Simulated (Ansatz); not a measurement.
Ansatz (a quantum-chemistry and plane-wave program) input:
A basis named .json is the Basis Set Exchange file of that set.

Ansatz 0.2 input:
```yaml
crystal:
  periodic: [false, false, false]
  atoms:
    - {symbol: La, position_ang: [-0.00000000, -0.00000000, -0.28495569]}
    - {symbol: F, position_ang: [0.00000000, 0.00000000, 1.80471940]}
basis:
  gaussian:
    orbitals: def2-TZVPPD.json
total_charge: -1
magnetization: {spin_polarized: true, initial_magnetization: 1}
correlation: {method: ccsd_t, electrons: outside_noble_gas}
```

What final total energy does it print?

-131.00632 Eh (CCSD(T)/def2-TZVPPD). The basis has 99 functions.

This state (charge -1, doublet) is run at the relaxed geometry of the species with charge 0 and multiplicity 1.

The determinant is spin-contaminated: <S^2> is 1.21 against 0.75 for a pure state.
